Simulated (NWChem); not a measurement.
System: AuH3O; SMILES [OH2]->[AuH]

The following NWChem deck was run.

```
start job
memory heap 200 mb stack 900 mb global 1100 mb
geometry units angstroms
  Au    -0.000645    -0.210187     0.018322
  H     -0.001109    -1.762267    -0.039890
  O     -0.000645     2.062417     0.081742
  H     -0.775552     2.374566    -0.426515
  H      0.770174     2.375817    -0.431430
end
basis spherical
  * library def2-svp
end
ecp
  Au library def2-ecp
end
dft
  xc xcamb88 1.00 lyp 0.81 vwn_5 0.19 hfexch 1.00
  cam 0.33 cam_alpha 0.19 cam_beta 0.46
  iterations 150
end
driver
  maxiter 120
end
task dft optimize
dft
  grid fine
  convergence energy 1d-8 density 1d-7
end
task dft freq numerical
```

Excerpt of the output:

```
             Northwest Computational Chemistry Package (NWChem) 7.3.0
             --------------------------------------------------------

 CS  symmetry detected

                             Geometry "geometry" -> ""
                             -------------------------

 Output coordinates in angstroms (scale by  1.889725989 to convert to a.u.)

  No.       Tag          Charge          X              Y              Z
 ---- ---------------- ---------- -------------- -------------- --------------
    1 Au                  79.0000     0.00509746    -0.24221370     0.00000000
    2 H                    1.0000    -0.05216718    -1.79432895     0.00000000
    3 O                    8.0000     0.06712858     2.03042863     0.00000000
    4 H                    1.0000    -0.44378057     2.34289107    -0.77286686
    5 H                    1.0000    -0.44378057     2.34289107     0.77286686

 Effective nuclear repulsion energy (a.u.)     214.9464338960

      Symmetry information
      --------------------

 Group name             Cs
 Group number              2
 Group order               2
 No. of unique centers     4

                                Z-matrix (autoz)
                                --------

 Units are Angstrom for bonds and degrees for angles

      Type          Name      I     J     K     L     M      Value
      ----------- --------  ----- ----- ----- ----- ----- ----------
    1 Stretch                  1     2                       1.55317
    2 Stretch                  1     3                       2.27349
    3 Stretch                  3     4                       0.97774
    4 Stretch                  3     5                       0.97774
    5 Bend                     1     3     4               107.77011
    6 Bend                     1     3     5               107.77011
    7 Bend                     2     3     4               107.64564
    8 Bend                     2     3     5               107.64564
    9 Bend                     4     3     5               104.45685
   10 Torsion                  2     1     4     3         178.67986
   11 Torsion                  2     1     5     3        -178.67986

                           NWChem Geometry Optimization
                           ----------------------------

 maximum gradient threshold         (gmax) =   0.000450
 rms gradient threshold             (grms) =   0.000300
 maximum cartesian step threshold   (xmax) =   0.001800
 rms cartesian step threshold       (xrms) =   0.001200
 fixed trust radius                (trust) =   0.300000
 source of zmatrix                         =   autoz

          -------------------
          Energy Minimization
          -------------------

 Using diagonal initial Hessian
 Scaling for Hessian diagonals: bonds = 1.00  angles = 0.25  torsions = 0.10

          --------
          Step   0

                                 NWChem DFT Module
                                 -----------------

 Summary of "ao basis" -> "ao basis" (spherical)
 ------------------------------------------------------------------------------
       Tag                 Description            Shells   Functions and Types
 ---------------- ------------------------------  ------  ---------------------
 Au                         def2-svp                12       32   6s3p2d1f
 H                          def2-svp                 3        5   2s1p
 O                          def2-svp                 6       14   3s2p1d

      Symmetry analysis of basis
      --------------------------

        a'         41
        a"         20

            General Information
            -------------------
          SCF calculation type: DFT
          Wavefunction type:  closed shell.
          No. of atoms     :     5
          No. of electrons :    30
           Alpha electrons :    15
            Beta electrons :    15
          Charge           :     0
          Spin multiplicity:     1
          Use of symmetry is: on ; symmetry adaption is: on
          Maximum number of iterations: 150
          AO basis - number of functions:    61
                     number of shells:    27
          Convergence on energy requested:  1.00D-06
          Convergence on density requested:  1.00D-05
          Convergence on gradient requested:  5.00D-04

              XC Information
              --------------
                     Hartree-Fock (Exact) Exchange  1.000
                   CAM-Becke88 Exchange Functional  1.000
                      VWN V Correlation Functional  0.190 local
              Lee-Yang-Parr Correlation Functional  0.810

           Range-Separation Parameters
           ---------------------------
           Alpha           :  0.19
           Beta            :  0.46
           Gamma           :  0.33
           Short-Range HF  :     F

             Grid Information
             ----------------
          Grid used for XC integration:  medium
          Radial quadrature: Mura-Knowles
          Angular quadrature: Lebedev.
          Tag              B.-S. Rad. Rad. Pts. Rad. Cut. Ang. Pts.
          ---              ---------- --------- --------- ---------
          Au                  1.35      123           9.0       590
          H                   0.35       45          11.0       434
          O                   0.60       49          10.0       434
          Grid pruning is: on
          Number of quadrature shells:   262
          Spatial weights used:  Erf1

      Superposition of Atomic Density Guess
      -------------------------------------

 Sum of atomic energies:        -228.63308353

      Non-variational initial energy
      ------------------------------

 Total energy =    -211.080731
 1-e energy   =    -459.770798
 2-e energy   =     189.126801
 HOMO         =      -0.403736
 LUMO         =      -0.013528

      Symmetry analysis of molecular orbitals - initial
      -------------------------------------------------

  Numbering of irreducible representations:

     1 a'          2 a"

  Orbital symmetries:

     1 a'          2 a'          3 a'          4 a"          5 a'
     6 a'          7 a"          8 a'          9 a'         10 a"
    11 a'         12 a'         13 a"         14 a'         15 a'
    16 a'         17 a"         18 a'         19 a'         20 a'
    21 a"         22 a'         23 a"         24 a'         25 a'

   convergence    iter        energy       DeltaE   RMS-Dens  Diis-err
 ---------------- ----- ----------------- --------- --------- ---------
 d= 0,ls=0.0,diis     1   -212.5628827532 -2.72D+02  1.68D-02  4.86D-01
 d= 0,ls=0.0,diis     2   -212.5729121252 -1.00D-02  9.37D-03  5.76D-01
 d= 0,ls=0.0,diis     3   -212.6303928893 -5.75D-02  8.63D-04  4.64D-03
 d= 0,ls=0.0,diis     4   -212.6308634653 -4.71D-04  3.47D-04  9.16D-04
 d= 0,ls=0.0,diis     5   -212.6309439208 -8.05D-05  1.35D-04  7.20D-05
  Resetting Diis
 d= 0,ls=0.0,diis     6   -212.6309518297 -7.91D-06  4.29D-05  4.05D-06
 d= 0,ls=0.0,diis     7   -212.6309524878 -6.58D-07  2.99D-05  1.52D-06
 d= 0,ls=0.0,diis     8   -212.6309525178 -3.00D-08  1.14D-05  1.89D-06
 d= 0,ls=0.0,diis     9   -212.6309526968 -1.79D-07  4.57D-06  1.64D-08

         Total DFT energy =     -212.630952696768
      One electron energy =     -462.420891167537
           Coulomb energy =      212.627749492836
    Exchange-Corr. energy =      -22.401076962693
 Nuclear repulsion energy =       59.563265940626

 Numeric. integr. density =       29.999991566473

                  Occupations of the irreducible representations
                  ----------------------------------------------

                     irrep           alpha         beta
                     --------     --------     --------
                     a'               11.0         11.0
                     a"                4.0          4.0

                       DFT Final Molecular Orbital Analysis
                       ------------------------------------

 Vector   13  Occ=2.000000D+00  E=-3.435823D-01  Symmetry=a"
              MO Center=  3.5D-03, -2.4D-01, -9.4D-14, r^2= 8.6D-01
   Bfn.  Coefficient  Atom+Function         Bfn.  Coefficient  Atom+Function
  ----- ------------  ---------------      ----- ------------  ---------------
    19      0.878079  1 Au d  1              24      0.228422  1 Au d  1

[...]

      ----------------------
      Optimization converged
      ----------------------

  Step       Energy      Delta E   Gmax     Grms     Xrms     Xmax
  ---- ---------------- -------- -------- -------- -------- --------
@    7    -212.63151877 -3.6D-07  0.00003  0.00002  0.00078  0.00176
                                     ok       ok       ok       ok

                                Z-matrix (autoz)
                                --------

 Units are Angstrom for bonds and degrees for angles

      Type          Name      I     J     K     L     M      Value     Gradient
      ----------- --------  ----- ----- ----- ----- ----- ---------- ----------
    1 Stretch                  1     2                       1.55378    0.00001
    2 Stretch                  1     3                       2.23837   -0.00002
    3 Stretch                  3     4                       0.96737   -0.00003
    4 Stretch                  3     5                       0.96737   -0.00003
    5 Bend                     1     3     4               113.58967   -0.00000
    6 Bend                     1     3     5               113.58967   -0.00000
    7 Bend                     2     3     4               113.54661   -0.00000
    8 Bend                     2     3     5               113.54661   -0.00000
    9 Bend                     4     3     5               106.23126    0.00001
   10 Torsion                  2     1     4     3         179.41607    0.00000
   11 Torsion                  2     1     5     3        -179.41607   -0.00000

                         Geometry "geometry" -> "geometry"
                         ---------------------------------

 Output coordinates in angstroms (scale by  1.889725989 to convert to a.u.)

  No.       Tag          Charge          X              Y              Z
 ---- ---------------- ---------- -------------- -------------- --------------
    1 Au                  79.0000    -0.01031610    -0.25275985     0.00000000
    2 H                    1.0000    -0.03063461    -1.80640669     0.00000000
    3 O                    8.0000     0.01054769     1.98551636     0.00000000
    4 H                    1.0000    -0.41854963     2.37665915    -0.77375004
    5 H                    1.0000    -0.41854963     2.37665915     0.77375004

 Effective nuclear repulsion energy (a.u.)     216.9476941300

      Symmetry information
      --------------------

 Group name             Cs
 Group number              2
 Group order               2
 No. of unique centers     4

                Final and change from initial internal coordinates
                --------------------------------------------------

                                Z-matrix (autoz)
                                --------

 Units are Angstrom for bonds and degrees for angles

      Type          Name      I     J     K     L     M      Value       Change
      ----------- --------  ----- ----- ----- ----- ----- ---------- ----------
    1 Stretch                  1     2                       1.55378    0.00061
    2 Stretch                  1     3                       2.23837   -0.03512
    3 Stretch                  3     4                       0.96737   -0.01037
    4 Stretch                  3     5                       0.96737   -0.01037
    5 Bend                     1     3     4               113.58967    5.81956
    6 Bend                     1     3     5               113.58967    5.81956
    7 Bend                     2     3     4               113.54661    5.90096
    8 Bend                     2     3     5               113.54661    5.90096
    9 Bend                     4     3     5               106.23126    1.77441
   10 Torsion                  2     1     4     3         179.41607    0.73620
   11 Torsion                  2     1     5     3        -179.41607   -0.73620

 ==============================================================================
                                internuclear distances
 ------------------------------------------------------------------------------
       center one      |      center two      | atomic units |  angstroms
 ------------------------------------------------------------------------------
    2 H                |   1 Au               |     2.93622  |     1.55378
    4 H                |   3 O                |     1.82807  |     0.96737
    5 H                |   3 O                |     1.82807  |     0.96737
 ------------------------------------------------------------------------------
                         number of included internuclear distances:          3
 ==============================================================================

[second-derivative integrals and response iterations left out]

  Vibrational analysis via the FX method

[...]

 Rotational Constants
 --------------------
 A=  11.017537 cm-1  ( 15.851424 K)
 B=   0.188131 cm-1  (  0.270673 K)
 C=   0.186294 cm-1  (  0.268030 K)

 Temperature                      =   298.15K
 frequency scaling parameter      =   1.0000

 Zero-Point correction to Energy  =   20.059 kcal/mol  (  0.031966 au)
 Thermal correction to Energy     =   22.634 kcal/mol  (  0.036070 au)
 Thermal correction to Enthalpy   =   23.226 kcal/mol  (  0.037013 au)

 Total Entropy                    =   66.867 cal/mol-K
   - Translational                =   41.995 cal/mol-K (mol. weight = 215.9850)
   - Rotational                   =   20.953 cal/mol-K (symmetry #  =        1)
   - Vibrational                  =    3.919 cal/mol-K

 Cv (constant volume heat capacity) =   12.456 cal/mol-K
   - Translational                  =    2.979 cal/mol-K
   - Rotational                     =    2.979 cal/mol-K
   - Vibrational                    =    6.497 cal/mol-K

[normal modes left out]

 ----------------------------------------------------------------------------
 Normal Eigenvalue ||           Projected Infra Red Intensities
  Mode   [cm**-1]  || [atomic units] [(debye/angs)**2] [(KM/mol)] [arbitrary]
 ------ ---------- || -------------- ----------------- ---------- -----------
    1       -0.000 ||    0.052918           1.221        51.587      10.139
    2       -0.000 ||    0.016827           0.388        16.404       3.224
    3        0.000 ||    0.000775           0.018         0.756       0.149
    4        0.000 ||    0.001070           0.025         1.043       0.205
    5        0.000 ||    0.000132           0.003         0.129       0.025
    6        0.000 ||    0.002674           0.062         2.607       0.512
    7      318.182 ||    0.010371           0.239        10.110       1.987
    8      398.544 ||    0.219824           5.072       214.296      42.116
    9      454.036 ||    0.002754           0.064         2.685       0.528
   10      579.418 ||    0.072351           1.669        70.531      13.862
   11      661.662 ||    0.028013           0.646        27.308       5.367
   12     1604.418 ||    0.073517           1.696        71.668      14.085
   13     2295.333 ||    0.083026           1.915        80.938      15.907
   14     3817.557 ||    0.076215           1.758        74.299      14.602
   15     3908.933 ||    0.142453           3.287       138.870      27.293
 ----------------------------------------------------------------------------
```

Level: CAM-B3LYP/def2-SVP with def2 effective core potentials on Au. def2 effective core potentials on Au; no spin-orbit coupling.
